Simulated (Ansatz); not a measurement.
Calculation: Ansatz (a quantum-chemistry and plane-wave program) with B3LYP-D3(BJ)/def2-SVP. No frequencies were computed at this level.

Ansatz 0.2 input:
```yaml
crystal:
  periodic: [false, false, false]
  atoms:
    - { symbol: C, position_ang: [2.586978, 1.021487, -2.204192] }
    - { symbol: C, position_ang: [2.57565, 0.344392, -0.848541] }
    - { symbol: Sn, position_ang: [0.525572, 0.002105, -0.03046] }
    - { symbol: C, position_ang: [0.675923, -1.168927, 1.868701] }
    - { symbol: C, position_ang: [-0.523695, -1.019666, 2.78411] }
    - { symbol: C, position_ang: [-0.68312, -1.143258, -1.522318] }
    - { symbol: C, position_ang: [-1.849548, -1.905093, -0.921931] }
    - { symbol: C, position_ang: [-0.458176, 1.969338, 0.369154] }
    - { symbol: C, position_ang: [-1.971126, 1.902408, 0.455272] }
    - { symbol: H, position_ang: [3.612262, 1.150829, -2.548668] }
    - { symbol: H, position_ang: [2.121271, 2.001814, -2.154878] }
    - { symbol: H, position_ang: [2.054016, 0.427536, -2.941604] }
    - { symbol: H, position_ang: [3.073132, -0.621225, -0.912025] }
    - { symbol: H, position_ang: [3.12696, 0.945835, -0.128738] }
    - { symbol: H, position_ang: [1.577211, -0.846227, 2.387029] }
    - { symbol: H, position_ang: [0.812256, -2.216004, 1.603966] }
    - { symbol: H, position_ang: [-0.380026, -1.613121, 3.686647] }
    - { symbol: H, position_ang: [-0.660982, 0.016726, 3.080687] }
    - { symbol: H, position_ang: [-1.434083, -1.359999, 2.298161] }
    - { symbol: H, position_ang: [-1.045323, -0.439372, -2.270027] }
    - { symbol: H, position_ang: [-0.011943, -1.83658, -2.027078] }
    - { symbol: H, position_ang: [-2.384962, -2.443378, -1.703754] }
    - { symbol: H, position_ang: [-1.505569, -2.629797, -0.188606] }
    - { symbol: H, position_ang: [-2.550248, -1.232202, -0.434818] }
    - { symbol: H, position_ang: [-0.049712, 2.362128, 1.298845] }
    - { symbol: H, position_ang: [-0.165838, 2.652069, -0.427052] }
    - { symbol: H, position_ang: [-2.29056, 1.251564, 1.264682] }
    - { symbol: H, position_ang: [-2.377927, 2.896472, 0.63955] }
    - { symbol: H, position_ang: [-2.398391, 1.53015, -0.472119] }
basis:
  gaussian: { orbitals: def2-svp }
hamiltonian:
  xc: b3lyp
  dispersion: d3bj
relax:
  max_steps: 150
```

Output:

```
Functional definition: B3LYP
2798 factors; integrals over basis functions are off by at most 3.2e-4 eV
mean field evaluation 1: about -14423.1151 eV, gradient 1.0e2 eV
mean field evaluation 2: about -14404.8928 eV, gradient 1.3e2 eV
mean field evaluation 4: about -14449.5275 eV, gradient 3.9e0 eV
mean field evaluation 8: about -14449.6092 eV, gradient 7.0e-2 eV
mean field evaluation 16: about -14449.6092 eV, gradient 2.2e-5 eV
mean field -14449.60919778 eV, -531.0133437214 hartree, gradient 2.2e-5 eV, S^2 0.000000; 0 other end points of the search recorded, 0 dependent functions left out
reference -14449.60954127 eV, -531.0133563444 hartree; 45, 45 occupied and 193, 193 virtual orbitals, 2798 factors
relax step   1: F+E_penalty+E_count = -14450.88559899 eV  Δ(F+E_penalty+E_count) = +0.000e0 eV  max|allowed force component| = 7.887e-1 eV/Å  Δτ_max = 0.0000 Å  (27 SCF iters, accepted)
these checks for a lower state are left out or cut short: starts, cluster_reference, orbital_swaps, neighbouring_geometries, increment
2798 factors; integrals over basis functions are off by at most 3.4e-4 eV
mean field -14449.70891179 eV, -531.0170081439 hartree, gradient 1.6e-5 eV, S^2 0.000000; 0 other end points of the search recorded, 0 dependent functions left out
reference -14449.70925185 eV, -531.0170206409 hartree; 45, 45 occupied and 193, 193 virtual orbitals, 2798 factors
relax step   2: F+E_penalty+E_count = -14451.01955462 eV  Δ(F+E_penalty+E_count) = -1.340e-1 eV  max|allowed force component| = 4.245e-1 eV/Å  Δτ_max = 0.1117 Å  (28 SCF iters, accepted)
these checks for a lower state are left out or cut short: starts, cluster_reference, orbital_swaps, neighbouring_geometries, increment
2798 factors; integrals over basis functions are off by at most 3.5e-4 eV
mean field -14449.73801622 eV, -531.0180777121 hartree, gradient 9.9e-6 eV, S^2 0.000000; 0 other end points of the search recorded, 0 dependent functions left out
reference -14449.73835577 eV, -531.0180901901 hartree; 45, 45 occupied and 193, 193 virtual orbitals, 2798 factors
relax step   3: F+E_penalty+E_count = -14451.05143989 eV  Δ(F+E_penalty+E_count) = -3.189e-2 eV  max|allowed force component| = 1.821e-1 eV/Å  Δτ_max = 0.0659 Å  (29 SCF iters, accepted)
these checks for a lower state are left out or cut short: starts, cluster_reference, orbital_swaps, neighbouring_geometries, increment
2798 factors; integrals over basis functions are off by at most 3.4e-4 eV
mean field evaluation 32: about -14449.6918 eV, gradient 1.7e-2 eV
mean field -14449.73290457 eV, -531.0178898620 hartree, gradient 1.0e-5 eV, S^2 0.000000; 0 other end points of the search recorded, 0 dependent functions left out
reference -14449.73324329 eV, -531.0179023099 hartree; 45, 45 occupied and 193, 193 virtual orbitals, 2798 factors
relax step   4: F+E_penalty+E_count = -14451.05187909 eV  Δ(F+E_penalty+E_count) = -4.392e-4 eV  max|allowed force component| = 9.143e-2 eV/Å  Δτ_max = 0.0565 Å  (28 SCF iters, accepted)
these checks for a lower state are left out or cut short: starts, cluster_reference, orbital_swaps, neighbouring_geometries, increment
2798 factors; integrals over basis functions are off by at most 3.4e-4 eV
mean field -14449.74710284 eV, -531.0184116391 hartree, gradient 1.0e-5 eV, S^2 0.000000; 0 other end points of the search recorded, 0 dependent functions left out
reference -14449.74744266 eV, -531.0184241273 hartree; 45, 45 occupied and 193, 193 virtual orbitals, 2798 factors
relax step   5: F+E_penalty+E_count = -14451.05634680 eV  Δ(F+E_penalty+E_count) = -4.468e-3 eV  max|allowed force component| = 1.144e-2 eV/Å  Δτ_max = 0.0372 Å  (29 SCF iters, accepted)
these checks for a lower state are left out or cut short: starts, cluster_reference, orbital_swaps, neighbouring_geometries, increment
2798 factors; integrals over basis functions are off by at most 3.4e-4 eV
mean field -14449.74847104 eV, -531.0184619193 hartree, gradient 1.9e-5 eV, S^2 0.000000; 0 other end points of the search recorded, 0 dependent functions left out
reference -14449.74881092 eV, -531.0184744098 hartree; 45, 45 occupied and 193, 193 virtual orbitals, 2798 factors
relax step   6: F+E_penalty+E_count = -14451.05670820 eV  Δ(F+E_penalty+E_count) = -3.614e-4 eV  max|allowed force component| = 2.312e-3 eV/Å  Δτ_max = 0.0190 Å  (23 SCF iters, accepted)
these checks for a lower state are left out or cut short: starts, cluster_reference, orbital_swaps, neighbouring_geometries, increment
2798 factors; integrals over basis functions are off by at most 3.4e-4 eV
mean field -14449.74961952 eV, -531.0185041253 hartree, gradient 2.4e-5 eV, S^2 0.000000; 0 other end points of the search recorded, 0 dependent functions left out
reference -14449.74995948 eV, -531.0185166184 hartree; 45, 45 occupied and 193, 193 virtual orbitals, 2798 factors
relax step   7: F+E_penalty+E_count = -14451.05681253 eV  Δ(F+E_penalty+E_count) = -1.043e-4 eV  max|allowed force component| = 5.177e-3 eV/Å  Δτ_max = 0.0189 Å  (22 SCF iters, accepted)
2798 factors; integrals over basis functions are off by at most 3.4e-4 eV
mean field evaluation 64: about -14449.7082 eV, gradient 1.9e-1 eV
mean field -14449.74961952 eV, -531.0185041253 hartree, gradient 2.4e-5 eV, S^2 0.000000; 1 other end points of the search recorded, 0 dependent functions left out
reference -14449.74995948 eV, -531.0185166184 hartree; 45, 45 occupied and 193, 193 virtual orbitals, 2798 factors
Total energy: -14451.05715248 eV, -531.0665550755 hartree
Atom 0 at     2.530926     1.034301    -2.204896 Å, force     0.002116     0.000359     0.000714 eV/Å
Atom 1 at     2.560651     0.334844    -0.844064 Å, force    -0.001395     0.000619     0.000139 eV/Å
Atom 2 at     0.565476    -0.008665    -0.015977 Å, force     0.000911    -0.001604    -0.001641 eV/Å
Atom 3 at     0.671876    -1.162991     1.842375 Å, force     0.000486    -0.001110     0.001906 eV/Å
Atom 4 at    -0.558057    -1.000530     2.739262 Å, force     0.002057    -0.002074     0.000442 eV/Å
Atom 5 at    -0.636810    -1.109920    -1.479888 Å, force    -0.000703    -0.001334    -0.002205 eV/Å
Atom 6 at    -1.825889    -1.856252    -0.869671 Å, force    -0.001685    -0.000149    -0.000531 eV/Å
Atom 7 at    -0.405859     1.913746     0.385460 Å, force     0.000169     0.005177     0.001839 eV/Å
Atom 8 at    -1.934537     1.840448     0.420456 Å, force     0.000754    -0.000781    -0.000961 eV/Å
Atom 9 at     3.545502     1.199691    -2.608237 Å, force    -0.001733     0.000301    -0.000756 eV/Å
Atom 10 at     2.042644     2.021547    -2.146668 Å, force    -0.000052     0.000436    -0.000209 eV/Å
Atom 11 at     1.977102     0.444668    -2.954440 Å, force     0.000263     0.000201    -0.000994 eV/Å
Atom 12 at     3.062024    -0.644611    -0.915276 Å, force     0.000087    -0.001136    -0.000233 eV/Å
Atom 13 at     3.130603     0.925876    -0.108177 Å, force     0.000968     0.000477     0.000464 eV/Å
Atom 14 at     1.586377    -0.847766     2.371581 Å, force     0.000396     0.000147    -0.000128 eV/Å
Atom 15 at     0.821017    -2.220110     1.566175 Å, force    -0.000367     0.001176    -0.001014 eV/Å
Atom 16 at    -0.468653    -1.585924     3.671410 Å, force    -0.001759     0.002121    -0.000322 eV/Å
Atom 17 at    -0.712936     0.051061     3.031664 Å, force    -0.001354    -0.000319     0.000551 eV/Å
Atom 18 at    -1.479677    -1.334046     2.235145 Å, force     0.001025     0.000040     0.000303 eV/Å
Atom 19 at    -0.974823    -0.387098    -2.240940 Å, force     0.001335     0.000050     0.001827 eV/Å
Atom 20 at     0.041085    -1.810060    -1.996090 Å, force     0.000348     0.000176    -0.000312 eV/Å
Atom 21 at    -2.400877    -2.410941    -1.632104 Å, force    -0.000451    -0.000426     0.001905 eV/Å
Atom 22 at    -1.501941    -2.589628    -0.112876 Å, force    -0.001300     0.000482    -0.000221 eV/Å
Atom 23 at    -2.528869    -1.168768    -0.371624 Å, force     0.001183    -0.000290    -0.000796 eV/Å
Atom 24 at    -0.007935     2.291687     1.341997 Å, force    -0.001228    -0.000449    -0.000955 eV/Å
Atom 25 at    -0.066773     2.618464    -0.392008 Å, force     0.000266    -0.002723     0.000629 eV/Å
Atom 26 at    -2.293666     1.163801     1.212915 Å, force    -0.000690     0.001255    -0.001933 eV/Å
Atom 27 at    -2.391107     2.828639     0.606511 Å, force    -0.001289    -0.001382     0.000956 eV/Å
Atom 28 at    -2.346872     1.468541    -0.532021 Å, force     0.001644     0.000763     0.001534 eV/Å
Dipole moment:     0.042499    -0.001321     0.000385 e Å
```

Cost: around 6 core-minutes (rough).
